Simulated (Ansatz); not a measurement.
Species: BCl, charge 1, multiplicity 2. 
Geometry from a B3LYP-D3(BJ)/def2-TZVP (Ansatz, a first-principles code) optimisation:
```xyz
2

B      0.0000     0.0000    -1.2365
Cl     0.0000     0.0000     0.3637
```
Charge +1, spin multiplicity 2.

Quantity: vertical electron affinity (to the singlet state of charge +0; a negative value means that the extra electron is unbound and the number depends on the basis; each state is the SCF solution reached for its spin; for the singlet the Hartree-Fock reference is unstable and T1 is 0.015), in eV. Valence correlation only, unless marked. Open shells are spin-unrestricted. No spin-orbit coupling. Non-relativistic. Basis-set limits of correlation are two-point, X^-3; Hartree-Fock from the larger set.

```csv
level,program,vertical electron affinity (eV)
SVWN5/def2-TZVPD,Ansatz,…
B3LYP/def2-TZVPD,Ansatz,…
PBE0/def2-TZVPD,Ansatz,…
wB97M-V/def2-TZVPD,Ansatz,9.73
wB97X-V/def2-TZVPD,Ansatz,9.69
CCSD/aug-cc-pV(D+d)Z,Ansatz,9.59
CCSD/def2-TZVPPD,Ansatz,9.66
CCSD/def2-QZVPPD,Ansatz,9.71
"CCSD(T)/CBS(aug-cc-pV(T+d)Z,aug-cc-pV(Q+d)Z)",Ansatz,…
```

### Question
Complete the blanks.

### Answer

- SVWN5/def2-TZVPD, vertical electron affinity (eV): 9.62
- B3LYP/def2-TZVPD, vertical electron affinity (eV): 9.64
- PBE0/def2-TZVPD, vertical electron affinity (eV): 9.50
- CCSD(T)/CBS(aug-cc-pV(T+d)Z,aug-cc-pV(Q+d)Z), vertical electron affinity (eV): 9.79
